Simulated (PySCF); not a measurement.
## Cs⁵¹⁺: ionisation energy

Cs⁵¹⁺ [He] 2s2 (1S) → Cs⁵²⁺ [He] 2s1 (2S), as a difference of total energies. All numbers are calculated (PySCF 2.14, the spin-free X2C one-electron Hamiltonian (Gaussian nucleus), in an uncontracted even-tempered set (19 s from 28 bohr⁻², ratio 2.2; 8 p from 42 bohr⁻², ratio 2.4; 5 d from 130 bohr⁻², ratio 2.4; 5 f from 190 bohr⁻², ratio 2.4; 4 g from 280 bohr⁻², ratio 2.4)). Correlated levels: nothing frozen; virtual orbitals above 40 to 60 times the deepest correlated orbital energy dropped. The calculations carry no spin-orbit coupling.

```
                 method  ionisation energy (eV)
                    UHF                  9984.1
                    LDA                  9978.6
                    PBE                  9990.2
                   BP86                  9990.9
                   TPSS                  9989.3
    MP2 (all electrons)                  9989.8
SCS-MP2 (all electrons)                  9990.9
```

**Question.** Estimate what PBE0 gives.

**Answer.** 9989.0 eV, closest to TPSS among the rows shown.

**Question.** Estimate what r2SCAN gives.

**Answer.** 9982.1 eV, closest to UHF among the rows shown.

For this ion Breit and QED terms and the two-electron picture change, all absent here, outweigh the differences among the correlated methods.

For comparison: 9974 ± 4 eV (theoretical estimate listed by NIST; NIST Atomic Spectra Database, ionization energies).
